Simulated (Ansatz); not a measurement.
Reaction (ligand exchange at a Zr–Cl bond): `[Cl][Zr]([Cl])([Cl])[Cl]` + HBr → `[Cl][Zr]([Cl])([Cl])[Br]` + HCl

Calculated with Ansatz (gas phase, PBE0-D4/def2-TZVP geometries, no zero-point term in ΔE). CCSD(T)/CBS is the MP2 limit (def2-TZVPP, def2-QZVPP) plus CCSD(T) − MP2 in def2-TZVPP, frozen cores. This one scheme is used for every species. Functionals use def2-TZVPP. HSE06 is defined as in plane-wave codes. Elements past krypton have def2 core potentials. For Br, Zr outer-core shells are correlated without core-valence functions, which leaves a few kJ/mol of doubt a bond. Scalar relativity is left out up to krypton.

| level | ΔE (kcal/mol) |
| --- | --- |
| r2SCAN-D4 | 0.1 |
| PBE | 0.3 |
| r2SCAN | 0.2 |
| HSE06 | 0.0 |
| RPA@PBE/def2-TZVPP | -0.8 |
| MP2/def2-SVP | 0.0 |
| CCSD/def2-SVP | 1.3 |
| HF/def2-TZVPP | 0.1 |

Task: What does CCSD(T)/CBS give? (An estimate is asked.)

Result: Ansatz gave: -0.9 kcal/mol. The listed levels differ from it by 1.0, 1.2, 1.1, 0.9, 0.1, 0.9, 2.2, 1.0 kcal/mol.

Largest T1 diagnostic among the species: 0.015.

At CCSD(T), def2-SVP lies +2.0 kcal/mol from the extrapolated value and def2-TZVPP +0.0 kcal/mol. Leaving LDA and LC-ωPBE aside and taking each functional with its dispersion term where it has one, the values, not all of them listed here, spread over 1.8 kcal/mol, from PBE-QIDH to B97M-V.
